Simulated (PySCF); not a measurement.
Vibration and rotation of InB

UHF-CCSD(T) constants of InB, ³Π (triplet), unpaired electrons σ ↑, π ↑ (PySCF, spin-free X2C with a Gaussian nucleus, basis sets In x2c-SVPall, B x2c-SVPall; masses 114.9039 and 11.0093 u):

```
ωe              : 396.4 cm⁻¹
ωexe            : 2.52 cm⁻¹
Be              : 0.28698 cm⁻¹
αe              : 0.00253 cm⁻¹
D (centrifugal) : 6.02e-07 cm⁻¹
De to In + B    : 1.44 eV
```

Question: Give the vibrational terms G(v) and spacings up to v = 6.

Answer: G(v) = ωe(v+½) − ωexe(v+½)².

| v | G(v) (cm⁻¹) | G(v) − G(v−1) | Bv (cm⁻¹) |
| --- | --- | --- | --- |
| 0 | 197.6 |  | 0.2857 |
| 1 | 588.9 | 391.4 | 0.2832 |
| 2 | 975.2 | 386.3 | 0.2807 |
| 3 | 1356.5 | 381.3 | 0.2781 |
| 4 | 1732.8 | 376.2 | 0.2756 |
| 5 | 2104.0 | 371.2 | 0.2731 |
| 6 | 2470.1 | 366.2 | 0.2705 |

Question: How well does the Morse estimate ωe²/(4ωexe) reproduce De, and what is D0?

Answer: It gives 1.93 eV, 134 % of the computed De. D0 = De − G(0) = 1.44 − 0.02 = 1.42 eV.

Correlated steps freeze 19 core orbitals. Correlated levels converge slowly with the basis: in double zeta they bind strong bonds too weakly, by up to about 1 eV, and carry superposition errors of some tenths. These are scalar-relativistic numbers at best; spin–orbit coupling would shift them, the dissociation energy most. The state is the lowest determinant that a PBE0 search found; another state may lie lower at other levels.
